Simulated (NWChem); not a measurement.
Species: CH₂F₃In; SMILES F[C](F)(F)[InH2]

```xyz
7

In    -0.0030    -1.0207    -0.0034
C     -0.0053     1.2073    -0.0054
F     -1.2105     1.7474    -0.2498
F      0.8360     1.7201    -0.9214
F      0.3926     1.6839     1.1915
H      1.5473    -1.7760     0.0076
H     -1.5338    -1.8157     0.0067
```
Atoms are numbered in this order, from 1.

Program: NWChem. The geometry was optimised at PBE0/def2-SVP. def2 effective core potentials on In; no spin-orbit coupling. Hybrids' shares of exact exchange are those that their runs print; pure functionals count as 0. The functionals differ in more than this share.

| row | share of exact exchange | orbital gap (eV) |
|---|---|---|
| PBE/def2-SVP | 0.00 | 3.64 |
| KT2/def2-SVP | 0.00 | 3.68 |
| TPSSh/def2-SVP | 0.10 | 4.78 |
| B3LYP/def2-SVP | 0.20 | 5.24 |
| PW6B95/def2-SVP | 0.28 | withheld |

**Question.** Fit a straight line of the last column on the one before it, predict the withheld value, and compare with the run.

**Answer.** 
1. Means of the 4 shown rows: x = 0.075, y = 4.335. Slope Σ(x − x̄)(y − ȳ)/Σ(x − x̄)² = 0.2255/0.02750 = 8.200; intercept 3.720.
2. The shown rows scatter about the line by 0.141 (root mean square); the largest residual is +0.24, at TPSSh/def2-SVP.
3. At x = 0.28 (PW6B95/def2-SVP; beyond the shown range) the line gives 6.02.
4. The run gives 5.87, -0.15 from the line, 1.1 times the scatter.
